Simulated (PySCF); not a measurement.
C3H7O, SMILES O(C)C[CH2], multiplicity 2. The structure is a stationary point at PBE-D3(BJ)/def2-SVP. The isomer is the one that the SMILES or the coordinates give; other isomers of the formula were not compared. Other conformers were not sampled.

### Question
Give the equilibrium geometry at PBE-D3(BJ)/def2-SVP (PySCF confirms it by a frequency run) as Cartesian coordinates in Å. (An estimate is asked for; the answer gives what the named calculation found.)

### Answer
One answer among several that fit: 
```xyz
11

C      1.4231    -0.0691     0.8149
C      0.6262    -0.5741    -0.3373
O     -0.4063     0.2979    -0.7594
C     -1.4701     0.3809     0.1615
H      2.0168    -0.7562     1.4371
H      1.5808     1.0156     0.9251
H      1.2817    -0.7025    -1.2360
H      0.2233    -1.5975    -0.1123
H     -1.1445     0.7569     1.1612
H     -2.2175     1.0843    -0.2547
H     -1.9650    -0.6100     0.3198
```
Charge 0, spin multiplicity 2.
